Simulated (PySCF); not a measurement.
PySCF 2.14 output of an unrestricted LDA calculation on a single atom or ion in aug-cc-pCVQZ, with the non-relativistic Hamiltonian (point nucleus):

```
SCF conv_tol = 1e-09
number electrons alpha = 2  beta = 1
    P. A. M. Dirac.,  Math. Proc. Cambridge Philos. Soc. 26, 376 (1930)
    F. Bloch.,  Z. Phys. 57, 545 (1929)
    S. H. Vosko, L. Wilk, and M. Nusair.,  Can. J. Phys. 58, 1200 (1980)
cycle= 1 E= -7.28512843072389  delta_E= -0.00337  |g|= 0.0236  |ddm|= 2.47
cycle= 2 E= -7.28521810808224  delta_E= -8.97e-05  |g|= 0.0055  |ddm|= 0.215
cycle= 3 E= -7.28522376507976  delta_E= -5.66e-06  |g|= 0.000122  |ddm|= 0.0636
cycle= 4 E= -7.28522378910824  delta_E= -2.4e-08  |g|= 1.57e-05  |ddm|= 0.00494
cycle= 5 E= -7.28522378962948  delta_E= -5.21e-10  |g|= 6.38e-07  |ddm|= 0.000615
converged SCF energy = -7.28522378962948  <S^2> = 0.7500107  2S+1 = 2.0000107
```

The run itself started from symmetry-adapted Hartree-Fock orbitals and held the occupation by maximum overlap, on a logarithmic radial grid, so the iterations belong to that start.

Task: Which element, charge and spin multiplicity is this?

Result: Li (lithium, neutral), multiplicity 2; the state was [He] 2p1, 2P determinant (an excited configuration).
